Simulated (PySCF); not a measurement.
aminosilylimino(oxo)methane (CH4N2OSi), SMILES C(=N[SiH2]N)=O. Atoms are numbered in the order given.

```xyz
9

N      0.8465    -2.1309     0.0000
Si    -0.5366    -1.1173     0.0000
N     -0.1991     0.5855     0.0000
C      0.0561     1.7542     0.0000
O      0.3064     2.8968     0.0000
H      1.4113    -2.2302     0.8359
H      1.4113    -2.2302    -0.8359
H     -1.3145    -1.3894    -1.2373
H     -1.3145    -1.3894     1.2373
```
Charge 0, spin multiplicity 1.

Geometry optimised at PBE0-D3(BJ)/def2-SVP. One conformer was computed; it need not be the lowest.

These are PBE0-D3(BJ)/def2-SVP (PySCF) values and carry that method's errors.

Frequencies are harmonic and unscaled.

```json
[
 {"mode": "1", "ν (cm⁻¹)": "53", "IR (km/mol)": "0.5", "moving atoms (share of kinetic energy)": "N 62 %, O 27 %"},
 {"mode": "2", "ν (cm⁻¹)": "66", "IR (km/mol)": "0.0", "moving atoms (share of kinetic energy)": "N 61 %, O 19 %, H 15 %"},
 {"mode": "3", "ν (cm⁻¹)": "246", "IR (km/mol)": "15.0", "moving atoms (share of kinetic energy)": "H 95 %"},
 {"mode": "4", "ν (cm⁻¹)": "280", "IR (km/mol)": "28.8", "moving atoms (share of kinetic energy)": "N 48 %, H 28 %, Si 16 %"},
 {"mode": "5", "ν (cm⁻¹)": "411", "IR (km/mol)": "207.1", "moving atoms (share of kinetic energy)": "H 61 %, N 35 %"},
 {"mode": "6", "ν (cm⁻¹)": "551", "IR (km/mol)": "31.2", "moving atoms (share of kinetic energy)": "H 85 %, Si 11 %"},
 {"mode": "7", "ν (cm⁻¹)": "583", "IR (km/mol)": "144.6", "moving atoms (share of kinetic energy)": "Si 51 %, O 24 %, C 11 %, N 9 %"},
 {"mode": "8", "ν (cm⁻¹)": "625", "IR (km/mol)": "33.7", "moving atoms (share of kinetic energy)": "C 72 %, O 15 %, N 12 %"},
 {"mode": "9", "ν (cm⁻¹)": "630", "IR (km/mol)": "33.8", "moving atoms (share of kinetic energy)": "C 72 %, O 15 %, N 13 %"},
 {"mode": "10", "ν (cm⁻¹)": "795", "IR (km/mol)": "26.3", "moving atoms (share of kinetic energy)": "H 92 %"},
 {"mode": "11", "ν (cm⁻¹)": "872", "IR (km/mol)": "17.2", "moving atoms (share of kinetic energy)": "N 45 %, H 37 %, Si 18 %"},
 {"mode": "12", "ν (cm⁻¹)": "905", "IR (km/mol)": "61.0", "moving atoms (share of kinetic energy)": "H 78 %, N 16 %"},
 {"mode": "13", "ν (cm⁻¹)": "927", "IR (km/mol)": "308.6", "moving atoms (share of kinetic energy)": "H 92 %"},
 {"mode": "14", "ν (cm⁻¹)": "936", "IR (km/mol)": "223.2", "moving atoms (share of kinetic energy)": "H 69 %, Si 22 %, N 8 %"},
 {"mode": "15", "ν (cm⁻¹)": "1537", "IR (km/mol)": "28.1", "moving atoms (share of kinetic energy)": "N 55 %, O 40 %"},
 {"mode": "16", "ν (cm⁻¹)": "1546", "IR (km/mol)": "51.0", "moving atoms (share of kinetic energy)": "H 88 %, N 11 %"},
 {"mode": "17", "ν (cm⁻¹)": "2269", "IR (km/mol)": "128.1", "moving atoms (share of kinetic energy)": "H 98 %"},
 {"mode": "18", "ν (cm⁻¹)": "2272", "IR (km/mol)": "137.3", "moving atoms (share of kinetic energy)": "H 95 %"},
 {"mode": "19", "ν (cm⁻¹)": "2485", "IR (km/mol)": "1504.1", "moving atoms (share of kinetic energy)": "C 69 %, N 19 %, O 11 %"},
 {"mode": "20", "ν (cm⁻¹)": "3615", "IR (km/mol)": "37.6", "moving atoms (share of kinetic energy)": "H 96 %"},
 {"mode": "21", "ν (cm⁻¹)": "3715", "IR (km/mol)": "45.3", "moving atoms (share of kinetic energy)": "H 91 %, N 9 %"}
]
```
